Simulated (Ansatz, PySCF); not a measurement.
The pair A = CH4 (SMILES C) (first 5 atoms), B = CH6Si (SMILES C[SiH3]); geometry from B3LYP-D3(BJ)/def2-TZVP.
(charge 0, multiplicity 1):
```xyz
13

C     -0.08193     0.00141    -0.31313
H     -1.03740    -0.09534     0.20060
H      0.30176     1.01278    -0.18486
H      0.62756    -0.71108     0.10463
H     -0.21934    -0.20104    -1.37434
C     -0.17652     1.26543     3.41524
Si     0.16591    -0.57483     3.53435
H     -0.29914     1.57077     2.37528
H      0.64515     1.84224     3.84365
H     -1.08883     1.52562     3.95509
H     -0.94982    -1.35547     2.94695
H      0.32280    -0.98311     4.95218
H      1.41172    -0.92530     2.81039
```

Frozen-core correlation.

The values were computed with Ansatz (a first-principles code) with Gaussian orbitals; PySCF for the dispersion terms. Each number belongs to the level named beside it.

The monomers are drawn apart, rigid, along the line of their centres of mass. Counterpoise-corrected interaction energies (kcal/mol):

| level | R = 5.371 Å | R = 6.931 Å |
|---|---|---|
| PBE-D3(BJ)/def2-TZVPPD | -0.3007 | -0.0518 |
| wB97M-V/def2-TZVPPD | -0.2302 | -0.0450 |
| CCSD(T)/aug-cc-pV(D+d)Z | -0.2120 | -0.0433 |

Problem. R is the distance of the centres of mass. Find the local exponent m of E ∝ R⁻ᵐ between the two points.

Solution. 
m = ln(E₁/E₂)/ln(R₂/R₁): PBE-D3(BJ)/def2-TZVPPD 6.9; wB97M-V/def2-TZVPPD 6.4; CCSD(T)/aug-cc-pV(D+d)Z 6.2. For scale, two fixed dipoles give m = 3, dipole and quadrupole 4, quadrupoles 5, and dispersion or dipole-induced dipole 6 at long range; at these distances several terms mix, and what is left of overlap and damping shifts m, so it need not match one of them.
